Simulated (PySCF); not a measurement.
**Two-dimensional NMR puzzle**

Compound of formula C₅H₁₀O₂Si. Correlations simulated from computed shifts and the bond graph:

HSQC (one-bond C–H):
```csv
δH,δC
6.45,151.5
5.03,111.5
4.62,68.5
4.32,66.0
4.03,66.0
1.85,34.0
1.84,34.0
```

COSY cross peaks (H two or three bonds apart, from the bond graph; peaks can be absent where the dihedral angle is near 90°):
```csv
δH,δH
6.45,5.03
5.03,4.62
4.62,1.85
4.62,1.84
4.32,4.03
4.32,1.85
4.32,1.84
4.03,1.85
4.03,1.84
1.85,1.84
```

HMBC (two and three bonds, from the bond graph):
```csv
δH,δC
6.45,"111.5, 68.5, 66.0"
5.03,"151.5, 68.5, 34.0"
4.93,68.5
4.62,"151.5, 111.5, 66.0, 34.0"
4.32,"151.5, 68.5, 34.0"
4.03,"151.5, 68.5, 34.0"
1.85,"111.5, 68.5, 66.0"
1.84,"111.5, 68.5, 66.0"
```

Non-relativistic, no solvent model, averaged over atoms made equivalent by symmetry, fast rotation or ring inversion, single conformer. Shielding tensors at PBE0/pcSseg-1 (GIAO); geometry from GFN2-xTB; PySCF.

Scale: $^{1}$H, $^{13}$C against TMS (reference shieldings calculated alike).

Exchangeable hydrogens are left out of these lists.

Assemble the structure.

Results:

SMILES [SiH3]O[C@H]1C=COCC1.

Atoms are numbered as in `[SiH3:1][O:2][C@H:3]1[CH:4]=[CH:5][O:6][CH2:7][CH2:8]1` (H(Xn): hydrogen on atom n). Ha(C7), Ha(C8) are cis to O2 on the ring; Hb(C7), Hb(C8) are trans to O2 on the ring.

δC 151.5 is C5, an alkene carbon bearing oxygen (δH 6.45). δC 111.5 is C4, a β carbon of an enol-ether or enamine type C=C (δH 5.03). δC 68.5 is C3, an allylic sp3 CH bonded to O (δH 4.62). δC 66.0 is C7, an sp3 CH2 bonded to O (δH 4.03, 4.32). δC 34.0 is C8, an sp3 CH2 in a ring (δH 1.84, 1.85). COSY links 6.45–5.03, 5.03–4.62, 4.62–1.85, 4.62–1.84, 4.32–4.03, 4.32–1.85.

The data come from this structure; uniqueness wasn't tested.

Shifts are as computed. Against solution values, carbons near 30 ppm lie about +3 ppm off and those near 130 ppm about +5 ppm. Of 1309 compounds with measured shifts, 239 miss one by over three times the rms of a fit or turn the order of signals round; such compounds aren't used in these exercises.
